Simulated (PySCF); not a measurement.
# NaHg and its ions

PBE; Na cc-pVDZ, Hg cc-pVDZ-PP with ECP60; scalar-relativistic core potentials (PySCF 2.14). Neutral (UKS): doublet (σ ↑), Re = 3.356 Å, ωe = 71.4 cm⁻¹, De = 0.13 eV, HOMO -3.04 eV, LUMO -2.19 eV.

NaHg⁺ (UKS): singlet (closed shell), Re = 3.065 Å, ωe = 114 cm⁻¹, De = 0.36 eV to Na⁺ + Hg. The energies at the minima are -315.70500 hartree for NaHg and -315.51742 for NaHg⁺.

(1) Work out the adiabatic ionisation energy, without and with harmonic zero-point energies (1 hartree = 27.2114 eV, 1 eV = 8065.5 cm⁻¹), and the change of the bond length.

Closed-shell solutions of metal pairs were not tested for spin polarisation, which can lower them a little. Weak bonds: NaHg, NaHg⁺. Basis-set superposition, not corrected here, can be much of De in a small basis, most of all at correlated wavefunction levels. Spin–orbit coupling is left out. For an ion De counts to the pair picked by the measured ionisation energies or electron affinities, which need not be the lowest pair at this level. States were picked by a PBE0 search and need not be the measured ground states.

Answers

(1) At PBE: 0.18758 hartree = 5.104 eV between the minima; the zero-point term (114.0 − 71.4)/2 cm⁻¹ = +0.003 eV makes it 5.107 eV. Re changes by -29.1 pm against the neutral. The electron leaves a σ orbital, and the shorter bond of the ion fits an antibonding orbital, or a change in how ionic the bond is.
